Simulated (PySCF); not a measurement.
SMILES C1=CC=C(CC=C)[SiH2]1, C$_{7}$H$_{10}$Si

Molfile (atoms numbered from 1):
```
C7H10Si
     RDKit          3D

 18 18  0  0  0  0  0  0  0  0999 V2000
    2.8064    0.4486   -1.1012 C   0  0  0  0  0  0  0  0  0  0  0  0
    1.9908    0.6227   -0.0791 C   0  0  0  0  0  0  0  0  0  0  0  0
    1.2601   -0.4799    0.6264 C   0  0  0  0  0  0  0  0  0  0  0  0
   -0.2122   -0.3028    0.4280 C   0  0  0  0  0  0  0  0  0  0  0  0
   -1.0621    0.1203    1.3748 C   0  0  0  0  0  0  0  0  0  0  0  0
   -2.4530    0.2696    0.9755 C   0  0  0  0  0  0  0  0  0  0  0  0
   -2.7410   -0.0188   -0.2998 C   0  0  0  0  0  0  0  0  0  0  0  0
   -1.1669   -0.5466   -1.1910 Si  0  0  0  0  0  4  0  0  0  0  0  0
    3.3028    1.2739   -1.5835 H   0  0  0  0  0  0  0  0  0  0  0  0
    3.0210   -0.5316   -1.4951 H   0  0  0  0  0  0  0  0  0  0  0  0
    1.7835    1.6168    0.2959 H   0  0  0  0  0  0  0  0  0  0  0  0
    1.5004   -0.4456    1.6943 H   0  0  0  0  0  0  0  0  0  0  0  0
    1.5769   -1.4452    0.2250 H   0  0  0  0  0  0  0  0  0  0  0  0
   -0.7690    0.3429    2.3928 H   0  0  0  0  0  0  0  0  0  0  0  0
   -3.1819    0.5996    1.7039 H   0  0  0  0  0  0  0  0  0  0  0  0
   -3.7397    0.0559   -0.6958 H   0  0  0  0  0  0  0  0  0  0  0  0
   -1.1787   -1.9410   -1.6372 H   0  0  0  0  0  0  0  0  0  0  0  0
   -0.7461    0.3675   -2.2524 H   0  0  0  0  0  0  0  0  0  0  0  0
  1  2  2  0
  2  3  1  0
  3  4  1  0
  4  5  2  0
  5  6  1  0
  6  7  2  0
  7  8  1  0
  8  4  1  0
  1  9  1  0
  1 10  1  0
  2 11  1  0
  3 12  1  0
  3 13  1  0
  5 14  1  0
  6 15  1  0
  7 16  1  0
  8 17  1  0
  8 18  1  0
M  END
```

Method: GIAO KT3/pcSseg-1 magnetisability, rotational g tensor and spin-rotation constants, non-relativistic, gas phase (PySCF). Geometry: GFN2-xTB.

(1) Give the nuclear spin-rotation constants along the inertial axes (H = +C I·J) beside the isotropic shieldings.

(2) How do the rotational constants and the g tensor change when H9, H10, H11, H12, H13, H14, H15, H16, H17, H18 are replaced by deuterium?

Answers

(1) Rotational constants 3.5110, 1.1160, 0.9258 GHz. A star marks the isotopologue with that one atom substituted, in its own axes.
```csv
atom,isotope,Caa (kHz),Cbb (kHz),Ccc (kHz),mean (kHz),σ (ppm)
H9,1H,-0.159,-0.111,0.015,-0.085,26.8
H10,1H,-0.337,-0.069,0.030,-0.125,26.6
H11,1H,-0.343,-0.077,0.050,-0.123,26.0
H12,1H,-0.335,0.051,-0.098,-0.128,28.4
H13,1H,-0.324,-0.087,0.010,-0.134,28.6
H14,1H,-0.296,0.118,-0.111,-0.097,25.1
H15,1H,0.105,-0.027,-0.090,-0.004,24.7
H16,1H,0.208,-0.069,-0.102,0.012,26.0
H17,1H,-0.330,-0.058,0.008,-0.127,27.5
H18,1H,-0.244,-0.042,-0.025,-0.104,27.3
C1,13C*,0.812,0.242,0.367,0.474,75.9
C2,13C*,0.899,0.287,0.432,0.539,47.5
C3,13C*,0.653,0.227,0.162,0.348,138.6
C4,13C*,1.474,0.457,0.161,0.697,44.1
C5,13C*,1.288,0.462,0.185,0.645,47.5
C6,13C*,1.665,0.379,0.182,0.742,40.7
C7,13C*,1.506,0.358,0.141,0.669,64.8
Si8,29Si*,-1.764,-0.621,-0.555,-0.980,417.3
```
For the geometry as given, no vibrational averaging.

(2) Constants 2.8323, 0.9692, 0.8051 GHz; g -0.0381, -0.0175, -0.0061, against -0.0470, -0.0201, -0.0070 before.
